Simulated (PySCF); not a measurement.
PySCF input (BP86/6-31G* (5d)):

```python
from pyscf import gto, dft

mol = gto.M(
    atom='''
    C     1.87169300   -0.70889000    0.23151400
    Si    0.19261800   -0.28614500   -0.50253300
    C    -0.99977800   -1.72955900   -0.28978500
    Si   -0.61308200    1.66822400    0.49842400
    H     1.79254100   -0.88377400    1.30650000
    H     2.27409700   -1.61468100   -0.22761200
    H     2.58807000    0.09860700    0.07346200
    H     0.34312300    0.00107100   -1.95400200
    H    -1.97579500   -1.50362300   -0.72162900
    H    -0.60717700   -2.62187200   -0.78449100
    H    -1.14359400   -1.96234300    0.76698100
    H    -0.70644900    1.60286600    1.98301200
    H    -1.90980500    2.16533700   -0.03507300
    ''',
    basis='6-31g*',
    charge=0,
    spin=1,
    verbose=4,
)

mf = dft.UKS(mol, xc='bp86')
mf.grids.level = 3
mf.conv_tol = 1e-9
mf.max_cycle = 100
mf.max_memory = 1500
mf.kernel()
if not mf.converged:
    mf = mf.newton()
    mf.kernel(mf.make_rdm1())
mo, _, stable, _ = mf.stability(return_status=True)
if not stable:
    mf.kernel(mf.make_rdm1(mo, mf.mo_occ))
    stable = mf.stability(return_status=True)[2]
mf.dip_moment()
```

Output:

```
PySCF version 2.14.0

[INPUT] verbose = 4
[INPUT] num. atoms = 13
[INPUT] num. electrons = 49
[INPUT] charge = 0
[INPUT] spin (= nelec alpha-beta = 2S) = 1
[INPUT] symmetry False subgroup None
[INPUT] Mole.unit = angstrom
[INPUT] Symbol           X                Y                Z      unit          X                Y                Z       unit  Magmom
[INPUT]  1 C      1.871693000000  -0.708890000000   0.231514000000 AA    3.536987159266  -1.339607952443   0.437498054003 Bohr   0.0
[INPUT]  2 Si     0.192618000000  -0.286145000000  -0.502533000000 AA    0.363995266661  -0.540735681914  -0.949649738556 Bohr   0.0
[INPUT]  3 C     -0.999778000000  -1.729559000000  -0.289785000000 AA   -1.889306605365  -3.268392826277  -0.547614285007 Bohr   0.0
[INPUT]  4 Si    -0.613082000000   1.668224000000   0.498424000000 AA   -1.158557071901   3.152486474426   0.941884853910 Bohr   0.0
[INPUT]  5 H      1.792541000000  -0.883774000000   1.306500000000 AA    3.387411557054  -1.670090816011   2.468927181744 Bohr   0.0
[INPUT]  6 H      2.274097000000  -1.614681000000  -0.227612000000 AA    4.297420510695  -3.051304868539  -0.430124342665 Bohr   0.0
[INPUT]  7 H      2.588070000000   0.098607000000   0.073462000000 AA    4.890743491203   0.186340223965   0.138823060563 Bohr   0.0
[INPUT]  8 H      0.343123000000   0.001071000000  -1.954002000000 AA    0.648408497039   0.002023896679  -3.692528626852 Bohr   0.0
[INPUT]  9 H     -1.975795000000  -1.503623000000  -0.721629000000 AA   -3.733711428285  -2.841435664597  -1.363681173544 Bohr   0.0
[INPUT] 10 H     -0.607177000000  -2.621872000000  -0.784491000000 AA   -1.147398239135  -4.954620013666  -1.482473137186 Bohr   0.0
[INPUT] 11 H     -1.143594000000  -1.962343000000   0.766981000000 AA   -2.161079457696  -3.708290832457   1.449384032745 Bohr   0.0
[INPUT] 12 H     -0.706449000000   1.602866000000   1.983012000000 AA   -1.334995130973   3.028977754377   3.747349581726 Bohr   0.0
[INPUT] 13 H     -1.909805000000   2.165337000000  -0.035073000000 AA   -3.609008401325   4.091893897387  -0.066278364367 Bohr   0.0

nuclear repulsion = 208.651653613539
number of shells = 46
number of NR pGTOs = 192
number of NR cGTOs = 82
basis = 6-31g*
ecp = {}

******** <class 'pyscf.dft.uks.UKS'> ********
method = UKS
initial guess = minao
damping factor = 0
level_shift factor = 0
DIIS = <class 'pyscf.scf.diis.CDIIS'>
diis_start_cycle = 1
diis_space = 8
diis_damp = 0
SCF conv_tol = 1e-09
SCF conv_tol_grad = None
SCF max_cycles = 100
direct_scf = True
direct_scf_tol = 1e-13
number electrons alpha = 25  beta = 24
XC library pyscf.dft.libxc version 7.1.2
    S. Lehtola, C. Steigemann, M. J. T. Oliveira, and M. A. L. Marques,  SoftwareX 7, 1–5 (2018)
XC functionals = bp86
    A. D. Becke,  Phys. Rev. A 38, 3098 (1988)
    J. P. Perdew,  Phys. Rev. B 33, 8822 (1986)
    J. P. Perdew,  Phys. Rev. B 34, 7406–7406 (1986)
radial grids:
    Treutler-Ahlrichs [JCP 102, 346 (1995); DOI:10.1063/1.469408] (M4) radial grids

becke partition: Becke, JCP 88, 2547 (1988); DOI:10.1063/1.454033
pruning grids: <function nwchem_prune>
grids dens level: 3
symmetrized grids: False
atomic radii adjust function: <function treutler_atomic_radii_adjust>
small_rho_cutoff = 0
Set gradient conv threshold to 3.16228e-05
tot grids = 154872
init E= -660.428085522029
  alpha nocc = 25  HOMO = -0.183437618243264  LUMO = -0.0430400944362175
  beta  nocc = 24  HOMO = -0.304206196450623  LUMO = -0.183437618243263

WARN: HOMO -0.183437618243264 >= LUMO -0.183437618243263

cycle= 1 E= -660.494306912513  delta_E= -0.0662  |g|= 0.416  |ddm|= 2.12
  alpha nocc = 25  HOMO = -0.162718042192716  LUMO = 0.0228529030698383
  beta  nocc = 24  HOMO = -0.183563936414082  LUMO = -0.118058364108383
  HOMO = -0.162718042193  LUMO = -0.118058364108  gap/eV = 1.21525
cycle= 2 E= -660.342908108177  delta_E= 0.151  |g|= 0.643  |ddm|= 1.06
  alpha nocc = 25  HOMO = -0.166032796477286  LUMO = 0.00941930475658426
  beta  nocc = 24  HOMO = -0.241384225100062  LUMO = -0.113767224467864
  HOMO = -0.166032796477  LUMO = -0.113767224468  gap/eV = 1.42222
cycle= 3 E= -660.586472869419  delta_E= -0.244  |g|= 0.0511  |ddm|= 0.737
  alpha nocc = 25  HOMO = -0.178468736450179  LUMO = 0.00448922249214112
  beta  nocc = 24  HOMO = -0.249840115037444  LUMO = -0.122992428481081
  HOMO = -0.17846873645  LUMO = -0.122992428481  gap/eV = 1.50959
cycle= 4 E= -660.588502870692  delta_E= -0.00203  |g|= 0.0188  |ddm|= 0.119
  alpha nocc = 25  HOMO = -0.177456332674352  LUMO = 0.00440726125879509
  beta  nocc = 24  HOMO = -0.249938812395704  LUMO = -0.120553574795114
  HOMO = -0.177456332674  LUMO = -0.120553574795  gap/eV = 1.54840
cycle= 5 E= -660.588720876213  delta_E= -0.000218  |g|= 0.00737  |ddm|= 0.0301
  alpha nocc = 25  HOMO = -0.177050353033477  LUMO = 0.00479829996508396
  beta  nocc = 24  HOMO = -0.24933021216729  LUMO = -0.119668127094156
  HOMO = -0.177050353033  LUMO = -0.119668127094  gap/eV = 1.56145
cycle= 6 E= -660.588752288797  delta_E= -3.14e-05  |g|= 0.00188  |ddm|= 0.0102
  alpha nocc = 25  HOMO = -0.177197517785247  LUMO = 0.00493618494490056
  beta  nocc = 24  HOMO = -0.249186040251907  LUMO = -0.119593666486872
  HOMO = -0.177197517785  LUMO = -0.119593666487  gap/eV = 1.56748
cycle= 7 E= -660.588754627399  delta_E= -2.34e-06  |g|= 0.000412  |ddm|= 0.003
  alpha nocc = 25  HOMO = -0.17722283142687  LUMO = 0.00488227403956554
  beta  nocc = 24  HOMO = -0.249259088878051  LUMO = -0.119539077780961
  HOMO = -0.177222831427  LUMO = -0.119539077781  gap/eV = 1.56965
cycle= 8 E= -660.588754752822  delta_E= -1.25e-07  |g|= 0.000185  |ddm|= 0.000938
  alpha nocc = 25  HOMO = -0.17721985537453  LUMO = 0.00490221151343873
  beta  nocc = 24  HOMO = -0.249232906271431  LUMO = -0.119512808162321
  HOMO = -0.177219855375  LUMO = -0.119512808162  gap/eV = 1.57029
cycle= 9 E= -660.588754780856  delta_E= -2.8e-08  |g|= 4.19e-05  |ddm|= 0.000389
  alpha nocc = 25  HOMO = -0.177228474640049  LUMO = 0.00489676730367838
  beta  nocc = 24  HOMO = -0.24924288591263  LUMO = -0.119517814580058
  HOMO = -0.17722847464  LUMO = -0.11951781458  gap/eV = 1.57039
cycle= 10 E= -660.58875478255  delta_E= -1.69e-09  |g|= 1.31e-05  |ddm|= 0.000114
  alpha nocc = 25  HOMO = -0.177225389478973  LUMO = 0.00489912587114638
  beta  nocc = 24  HOMO = -0.249239438861208  LUMO = -0.119514781063846
  HOMO = -0.177225389479  LUMO = -0.119514781064  gap/eV = 1.57039
cycle= 11 E= -660.588754782719  delta_E= -1.69e-10  |g|= 2.62e-06  |ddm|= 3.11e-05
  alpha nocc = 25  HOMO = -0.177226099662117  LUMO = 0.00489870431609596
  beta  nocc = 24  HOMO = -0.249240026428464  LUMO = -0.119515891866058
  HOMO = -0.177226099662  LUMO = -0.119515891866  gap/eV = 1.57037
Extra cycle  E= -660.588754782722  delta_E= -2.61e-12  |g|= 2.27e-06  |ddm|= 7.51e-06
converged SCF energy = -660.588754782722  <S^2> = 0.75281007  2S+1 = 2.0028081
uhf_internal: lowest eigs of H = [0.51091811 0.53406094 0.54175175]
<class 'pyscf.dft.uks.UKS'> wavefunction is stable in the internal stability analysis
Dipole moment(X, Y, Z, Debye):  0.37769, -1.38949,  0.11339
```

The geometry given is a B3LYP-D3(BJ)/def2-TZVP minimum.
